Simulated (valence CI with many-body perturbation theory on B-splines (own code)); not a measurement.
# Hf⁴⁰⁺: electric-dipole lines

Method: relativistic CI+MBPT: four valence electrons over a frozen Dirac-Fock core [Ar] 3d10, a basis of 11 s, 11 p, 10 d, 8 f, 5 g, 2 h functions for each j, with the one-electron correlation potential Σ1, the two-electron term Σ2, the three-electron term Σ3, Breit, model QED; selected CI, second order for the rest, scaled by the run's own slope (own B-spline code, finite nucleus).

The last digits are not significant, and no measured levels were compared; by estimate large intervals hold to a few tenths of a per cent, small ones and those within an open d or f shell to about a per cent. Among the levels kept, up to 380 cm⁻¹ of a level comes from second order outside the variational space, and about a tenth of that is noise between levels of different J, which matters for small intervals.

Lines 151 to 200 of 557 in falling wavelength, among levels below 4887.2 × 10³ cm⁻¹, chosen from the strongest by gf and those to the six lowest levels. Wavelengths and rates use the calculated energies. Electric multipoles are in the length gauge with retardation, E1 and E2 with the static RPA response of the core. Weak lines are less certain than strong ones. Lines between different terms over intervals too small for the method are left out, as are lines whose strength nearly cancels. Where a level lies close to another of its J and parity, the split of strength between their lines is uncertain. The highest levels of a list are the least certain.

Levels are named by their leading jj configuration (3d3/2^4 stands for four electrons in 3d with j = 3/2), which in mixed levels can hold well under half, so a name can repeat and another be missing. Letters in brackets count levels of one name in rising energy.

| λ vac (Å) | Upper | Lower | A (s⁻¹) | log gf | Branch % |
| --- | --- | --- | --- | --- | --- |
| 71.15 | (4s^2 4p1/2 4d5/2) J=2 | (4s^2 4p1/2 4p3/2) J=2 | 1.02e+10 | -1.41 | 2.2 |
| 71.13 | (4s 4p1/2 4p3/2 4d5/2) J=2 [a] | (4s 4p1/2 4p3/2^2) J=2 [a] | 2.18e+11 | -0.08 | 71.9 |
| 71.12 | (4s 4p1/2 4p3/2 4d5/2) J=2 [d] | (4s 4p1/2 4p3/2^2) J=1 [b] | 3.71e+11 | 0.15 | 34.8 |
| 71.10 | (4s^2 4p3/2 4f7/2) J=3 | (4s^2 4p3/2 4d5/2) J=2 | 1.09e+11 | -0.24 | 31.0 |
| 71.08 | (4s 4p1/2 4p3/2 4f7/2) J=6 | (4s 4p1/2 4p3/2 4d5/2) J=5 | 1.73e+11 | 0.23 | 93.1 |
| 71.04 | (4s 4p1/2 4p3/2 4f7/2) J=4 [d] | (4s 4p1/2 4p3/2 4d5/2) J=3 [b] | 2.03e+11 | 0.14 | 28.0 |
| 71.02 | (4s 4p1/2 4p3/2 4f5/2) J=4 [b] | (4s 4p1/2 4p3/2 4d3/2) J=3 [b] | 7.29e+10 | -0.30 | 20.8 |
| 70.95 | (4s^2 4p1/2 4f7/2) J=3 | (4s 4p1/2 4p3/2^2) J=2 [a] | 2.12e+11 | 0.05 | 95.7 |
| 70.91 | (4s 4p1/2^2 4f7/2) J=3 [b] | (4s 4p1/2^2 4d5/2) J=3 | 4.44e+10 | -0.63 | 11.8 |
| 70.89 | (4s 4p1/2 4p3/2 4d5/2) J=3 [a] | (4s^2 4p1/2 4d5/2) J=3 | 1.71e+11 | -0.04 | 60.9 |
| 70.87 | (4s^2 4d5/2^2) J=2 | (4s^2 4p3/2 4d5/2) J=2 | 3.52e+11 | 0.12 | 78.5 |
| 70.87 | (4s 4p1/2 4p3/2 4f7/2) J=1 | (4s 4p1/2 4p3/2 4d5/2) J=1 [a] | 1.81e+11 | -0.39 | 39.7 |
| 70.84 | (4s 4p1/2 4d3/2 4d5/2) J=1 [a] | (4s 4p1/2 4p3/2 4d3/2) J=1 [a] | 1.32e+11 | -0.53 | 25.4 |
| 70.83 | (4s 4p1/2 4p3/2 4f7/2) J=3 [c] | (4s 4p1/2 4p3/2 4d5/2) J=3 [a] | 2.01e+11 | 0.03 | 30.9 |
| 70.81 | (4s 4p1/2 4p3/2 4f5/2) J=3 [d] | (4s 4p1/2 4p3/2 4d5/2) J=2 [b] | 8.76e+10 | -0.34 | 9.5 |
| 70.78 | (4s 4p1/2 4p3/2 4f5/2) J=5 [b] | (4s 4p1/2 4p3/2 4d5/2) J=4 [b] | 2.68e+11 | 0.35 | 53.0 |
| 70.75 | (4s 4p1/2 4d3/2 4d5/2) J=1 [a] | (4s 4p1/2 4p3/2 4d3/2) J=0 [a] | 1.33e+11 | -0.52 | 25.5 |
| 70.68 | (4s 4p1/2^2 4d5/2) J=2 | (4s 4p1/2^2 4p3/2) J=2 | 9.91e+10 | -0.43 | 54.9 |
| 70.68 | (4s 4p1/2 4p3/2 4f5/2) J=4 [c] | (4s 4p1/2 4p3/2 4d3/2) J=3 [c] | 9.82e+10 | -0.18 | 13.4 |
| 70.58 | (4s 4p1/2 4p3/2 4f7/2) J=3 [b] | (4s^2 4p1/2 4f5/2) J=2 | 5.52e+10 | -0.54 | 11.9 |
| 70.55 | (4s 4p1/2 4p3/2 4f7/2) J=5 [a] | (4s 4p1/2 4p3/2 4d5/2) J=4 [a] | 1.78e+11 | 0.16 | 84.1 |
| 70.51 | (4s 4p1/2 4d5/2^2) J=2 | (4s^2 4p1/2 4f7/2) J=3 | 9.15e+10 | -0.47 | 17.4 |
| 70.45 | (4p1/2 4p3/2^2 4d3/2) J=1 [a] | (4s 4p1/2 4p3/2 4d3/2) J=1 [c] | 2.27e+11 | -0.30 | 26.2 |
| 70.35 | (4s^2 4d3/2 4d5/2) J=3 | (4s^2 4p3/2 4d3/2) J=2 | 1.54e+11 | -0.10 | 14.7 |
| 70.34 | (4s 4p1/2 4p3/2 4f5/2) J=3 [d] | (4s^2 4p1/2 4f5/2) J=3 | 8.97e+10 | -0.33 | 9.8 |
| 70.34 | (4s 4p1/2 4d5/2^2) J=2 | (4s 4p1/2 4p3/2 4d5/2) J=2 [a] | 6.35e+10 | -0.63 | 12.1 |
| 70.33 | (4s 4p1/2 4p3/2 4d5/2) J=1 [b] | (4s^2 4p1/2 4d5/2) J=2 | 7.01e+10 | -0.81 | 17.2 |
| 70.24 | (4s 4p1/2 4p3/2^2) J=3 | (4s^2 4p1/2 4p3/2) J=2 | 2.85e+11 | 0.17 | 97.1 |
| 70.18 | (4s^2 4d3/2 4d5/2) J=1 | (4s^2 4p3/2 4d3/2) J=0 | 2.01e+11 | -0.35 | 14.0 |
| 70.02 | (4p1/2 4p3/2^2 4d5/2) J=1 | (4s 4p1/2 4p3/2 4d5/2) J=2 [b] | 3.28e+11 | -0.14 | 45.8 |
| 70.00 | (4s 4p1/2 4p3/2 4d5/2) J=4 [c] | (4s 4p1/2 4p3/2^2) J=3 | 5.67e+11 | 0.57 | 92.3 |
| 70.00 | (4s 4p3/2^2 4d3/2) J=2 [b] | (4s^2 4p3/2 4d3/2) J=1 | 1.44e+11 | -0.28 | 12.7 |
| 70.00 | (4s 4p1/2 4d5/2^2) J=3 | (4s^2 4p1/2 4f7/2) J=4 | 1.24e+11 | -0.20 | 21.0 |
| 69.87 | (4s^2 4p3/2 4f7/2) J=4 | (4s^2 4p3/2 4d5/2) J=4 | 1.08e+11 | -0.15 | 43.9 |
| 69.85 | (4s 4p1/2 4p3/2 4d5/2) J=2 [b] | (4s^2 4p1/2 4d5/2) J=3 | 1.92e+11 | -0.15 | 56.5 |
| 69.82 | (4s 4p1/2 4p3/2 4d5/2) J=1 [a] | (4s 4p1/2 4p3/2^2) J=2 [a] | 8.86e+10 | -0.71 | 23.5 |
| 69.79 | (4s^2 4d3/2 4d5/2) J=1 | (4s^2 4p3/2 4d3/2) J=1 | 1.81e+11 | -0.40 | 12.6 |
| 69.77 | (4p1/2 4p3/2^2 4d3/2) J=1 [b] | (4s 4p1/2 4p3/2 4d3/2) J=0 [b] | 8.24e+10 | -0.74 | 5.2 |
| 69.75 | (4s 4p1/2 4p3/2 4f5/2) J=4 [c] | (4s 4p1/2 4p3/2 4d5/2) J=4 [a] | 5.93e+10 | -0.41 | 8.1 |
| 69.72 | (4s 4p1/2 4d3/2 4d5/2) J=2 [b] | (4s 4p1/2 4p3/2 4d3/2) J=3 [a] | 1.29e+11 | -0.33 | 39.7 |
| 69.67 | (4s 4p1/2 4d5/2^2) J=2 | (4s^2 4p1/2 4f5/2) J=2 | 5.30e+10 | -0.71 | 10.1 |
| 69.62 | (4s 4p1/2 4p3/2 4f7/2) J=4 [c] | (4s^2 4p1/2 4f7/2) J=4 | 1.87e+11 | 0.09 | 39.9 |
| 69.62 | (4s 4p1/2 4d3/2 4d5/2) J=3 [b] | (4s 4p1/2 4p3/2 4d3/2) J=3 [a] | 9.95e+10 | -0.30 | 29.0 |
| 69.60 | (4s 4p3/2^2 4d3/2) J=2 [b] | (4s^2 4p3/2 4d3/2) J=2 | 1.32e+11 | -0.32 | 11.7 |
| 69.59 | (4s 4p1/2 4d3/2 4d5/2) J=3 [d] | (4s 4p1/2 4p3/2 4d3/2) J=2 [b] | 4.53e+10 | -0.64 | 5.8 |
| 69.56 | (4s 4p3/2^2 4d5/2) J=2 [b] | (4s 4p3/2^3) J=2 | 8.95e+11 | 0.51 | 78.8 |
| 69.51 | (4s^2 4p1/2 4d5/2) J=2 | (4s^2 4p1/2 4p3/2) J=1 | 4.60e+11 | 0.22 | 97.8 |
| 69.48 | (4p1/2 4p3/2^2 4d5/2) J=4 | (4s^2 4p1/2 4f7/2) J=3 | 2.11e+11 | 0.14 | 45.9 |
| 69.46 | (4s 4p1/2 4p3/2 4f5/2) J=4 [e] | (4s 4p1/2 4p3/2 4d5/2) J=4 [b] | 1.61e+11 | 0.02 | 20.1 |
| 69.45 | (4s 4p1/2 4p3/2 4f5/2) J=3 [c] | (4s 4p1/2 4p3/2 4d5/2) J=2 [a] | 3.68e+10 | -0.73 | 4.6 |

Problem. How does gf follow from A for the line at 69.82 Å?

Solution. gf = 1.4992 × (2J+1)_upper × A / σ², with σ = 1432194 cm⁻¹ and 2J+1 = 3: gf = 0.194.
